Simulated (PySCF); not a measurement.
Predicted microwave data (PBE0/def2-SVPD in PySCF (dipole) on a GFN2-xTB geometry, gas phase) for one isomer of C4H6F4O:

| Quantity | Value |
| --- | --- |
| Rotational constants | A = 2617, B = 982.9, C = 872.7 MHz |
| Dipole components | \|μa\| = 1.43 D, \|μb\| = 0.65 D, \|μc\| = 0.18 D |
| Inertial defect | -128.15 u·Å² |
| κ | -0.87 |

Question: Which structure is it? (One computed conformer of each.)
A. `[CH3:1][O:2][C@@H:3]([F:4])[CH2:5][C:6]([F:7])([F:8])[F:9]` with C1–O2–C3–F4 67°, O2–C3–C5–C6 166°
B. `[F:1][CH2:2][CH2:3][CH2:4][O:5][C:6]([F:7])([F:8])[F:9]` with F1–C2–C3–C4 68°, C2–C3–C4–O5 68°, C3–C4–O5–C6 176°
C. `[CH3:1][C@@H:2]([F:3])[O:4][C@H:5]([F:6])[CH:7]([F:8])[F:9]` with C1–C2–O4–C5 176°, C2–O4–C5–F6 -72°, O4–C5–C7–F8 -178°
D. `[OH:1][CH2:2][C@H:3]([F:4])[CH2:5][C:6]([F:7])([F:8])[F:9]` with H–O1–C2–C3 -62°, O1–C2–C3–F4 65°, C2–C3–C5–C6 -91°

Answer: D. It is OC[C@H](F)CC(F)(F)F, an asymmetric top, point group C1. The candidates at the same level (rigid rotor, commonest isotopes):

```tsv
SMILES	A (MHz)	B (MHz)	C (MHz)	μa (D)	μb (D)	μc (D)	Δ (u·Å²)	point group	rotor
CO[C@@H](F)CC(F)(F)F	3440	855.4	803.7	2.44	1.49	0.24	-108.93	C1	near-prolate asymmetric top
FCCCOC(F)(F)F	3305	763.1	735.9	1.91	2.10	0.32	-128.47	C1	near-prolate asymmetric top
C[C@@H](F)O[C@H](F)C(F)F	2882	885.5	799.0	2.06	0.47	1.49	-113.53	C1	near-prolate asymmetric top
OC[C@H](F)CC(F)(F)F	2617	982.9	872.7	1.43	0.65	0.18	-128.15	C1	asymmetric top
```

`C[C@@H](F)O[C@H](F)C(F)F` has A 10 % too high; `CO[C@@H](F)CC(F)(F)F` has A 31 % too high; `FCCCOC(F)(F)F` has A 26 % too high. No structure here is proved a minimum.
